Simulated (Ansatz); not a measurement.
## What each rung costs, and what it gives

Saddle point of AlH4OF3, closed shell (AlH₃OF₂ ([OH2][AlH]([F])[F]) + HF → AlH₂OF₃ ([OH2][Al]([F])([F])[F]) + H₂; bonds formed: Al1–F8, H2–H7; bonds broken: Al1–H2, H7–F8), PBE0-D4/def2-TZVP structure:

| atom | x (Å) | y (Å) | z (Å) |
| --- | --- | --- | --- |
| Al1 | -0.3123 | -0.5205 | 0.2122 |
| H2 | -1.9423 | -0.2388 | 0.5326 |
| F3 | -0.3812 | -1.6930 | -0.9735 |
| F4 | 0.5725 | -0.8814 | 1.5646 |
| H5 | 1.6791 | 0.9393 | -0.4086 |
| O6 | 1.0595 | 0.3612 | -0.8671 |
| H7 | -1.5330 | 0.8497 | 0.6876 |
| F8 | -0.6863 | 1.4755 | 0.6381 |
| H9 | 1.5439 | -0.2920 | -1.3858 |

Barriers are electronic and count from the start structure reached by relaxing down the imaginary mode.

Ansatz 0.2.0; basis: as named in each row; cores frozen in the correlated methods. B3LYP uses VWN-RPA correlation. Extrapolation: Hartree–Fock as exp(−7.88 √X), correlation as X^−2.97.

Times are rough, for one single point on 4 threads of a shared host (Intel Xeon 6975P-C).

The estimate by CCSD(T) at an estimated basis limit (MP2 extrapolated from triple and quadruple zeta, plus CCSD(T) − MP2 in triple zeta) is 12.49 kcal/mol.

| method | basis | time (s) | barrier (kcal/mol) | method less estimate |
| --- | --- | --- | --- | --- |
| HF | STO-3G | under 1 | 29.49 | 17.00 |
| PBE-D4 | STO-3G | under 1 | 14.45 | 1.96 |
| SPW92 | def2-SVP | under 1 | 5.04 | -7.45 |
| PBE-D4 | def2-SVP | under 1 | 7.31 | -5.18 |
| B3LYP-D4 | 6-31G | under 1 | 11.90 | -0.59 |
| PBE0-D4 | def2-SVP | under 1 | 8.90 | -3.59 |
| SPW92 | def2-TZVPP | under 1 | 8.42 | -4.07 |
| PBE-D4 | def2-TZVPP | under 1 | 10.63 | -1.86 |
| BLYP-D4 | def2-TZVPP | 1 | 12.14 | -0.35 |
| PBE0-D4 | def2-TZVPP | 1 | 11.80 | -0.68 |
| B3LYP-D4 | def2-TZVPP | 1 | 12.82 | 0.33 |
| BHLYP-D4 | def2-TZVPP | 1 | 14.11 | 1.62 |
| wB97M-V | def2-SVP | 2 | 8.36 | -4.13 |
| CAM-B3LYP-D4 | def2-TZVPP | 2 | 12.51 | 0.02 |
| r2SCAN-D4 | def2-TZVPP | 2 | 9.66 | -2.83 |
| r2SCAN0-D4 | def2-TZVPP | 2 | 11.04 | -1.45 |
| CCSD(T) | def2-SVP | 2 | 11.23 | -1.26 |
| RPA on PBE | def2-TZVPP | 2 | 12.40 | -0.09 |
| B2PLYP | def2-TZVPP | 2 | 12.88 | 0.39 |
| PBE-QIDH | def2-TZVPP | 2 | 12.44 | -0.05 |
| wB97X-V | def2-TZVPP | 3 | 11.88 | -0.61 |
| B97M-V | def2-TZVPP | 3 | 12.75 | 0.27 |
| wB97M-V | def2-TZVPP | 3 | 11.49 | -1.00 |
| MP2 | def2-QZVPP | 8 | 12.08 | -0.41 |
| CCSD(T) | def2-TZVPP | 29 | 12.87 | 0.38 |

All methods are single points on the PBE0-D4 structures.

No T1 diagnostic of these runs exceeds 0.012.

Labels in which every atom is bracketed show which atoms are joined, not bond orders.
